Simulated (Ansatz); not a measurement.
Cartesian coordinates (Å):
```xyz
21

Si    -3.3583    -1.0449     0.6704
C     -1.6625    -0.3015     0.2892
C     -0.5236    -1.0988     0.2896
C      0.7617    -0.5542     0.0044
C      1.9555    -1.3279    -0.0074
C      3.1761    -0.7316    -0.2939
C      3.2414     0.6593    -0.5780
C      2.0934     1.4400    -0.5739
C      0.8273     0.8559    -0.2835
N     -0.2864     1.6459    -0.2860
C     -1.4562     1.0969    -0.0158
S     -2.8915     2.1494    -0.0258
H     -4.2986    -0.8645    -0.4895
H     -3.9713    -0.3957     1.8808
H     -3.1598    -2.5124     0.9332
H     -0.6007    -2.1761     0.5133
H      1.8939    -2.4052     0.2141
H      4.0969    -1.3338    -0.3020
H      4.2151     1.1204    -0.8037
H      2.1198     2.5175    -0.7906
H     -2.1721     3.2615    -0.3450
```
Charge 0, spin multiplicity 1.

The numbers are results of frozen-core CCSD(T)/cc-pVDZ // PBE-D3(BJ)/def2-SVP (Ansatz, a program for electronic structure), not measurements. The restricted HF reference is unstable towards unrestricted orbitals.

- HF energy: -1086.99810 Ha
- MP2 correlation energy: -1.56469 Ha

Task: Estimate the CCSD correlation energy, the (T) correction, the total energy and the T1 diagnostic.

Result: 
```yaml
CCSD correlation energy: -1.63209 Ha
"(T) correction": -0.07669 Ha
CCSD(T) total energy: -1088.70688 Ha
T1 diagnostic: 0.013
```
